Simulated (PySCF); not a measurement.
Ligands exchanged one at a time, Si C2H5-I. Isolated molecules, 0 K electronic values unless said otherwise. One relaxed conformer stands for each flexible species; it need not be the lowest. Strings in code marks are SMILES.

Computed with M06-2X/def2-TZVP // B3LYP-D3(BJ)/def2-SVP (PySCF 2.14.0). All candidates: neutral, multiplicity 1. Excitations are Tamm–Dancoff values on a coarser integration grid. The basis has no diffuse functions, so Rydberg states are missing or too high.

```
Item                    Value
-------------------  --------
S1 excitation (TDA)   4.02 eV
HOMO–LUMO gap         6.62 eV
HOMO                 -8.89 eV
```

Q: Which member has these values?
A) `CC[Si](I)(I)I` (C–C–Si–I torsion 180°)
B) `CC[Si](I)(I)CC` (C–C–Si–I torsion -59°, I–Si–C–C torsion 59°)
C) `CC[Si](CC)(CC)CC`
D) `I[Si](I)(I)I`

A: D, `I[Si](I)(I)I`. The others give `CC[Si](CC)(CC)CC`: 7.76 eV, 10.33 eV, -8.82 eV; `CC[Si](I)(I)I` (C–C–Si–I torsion 180°): 4.55 eV, 7.29 eV, -8.65 eV; `CC[Si](I)(I)CC` (C–C–Si–I torsion -59°, I–Si–C–C torsion 59°): 5.36 eV, 8.16 eV, -8.48 eV
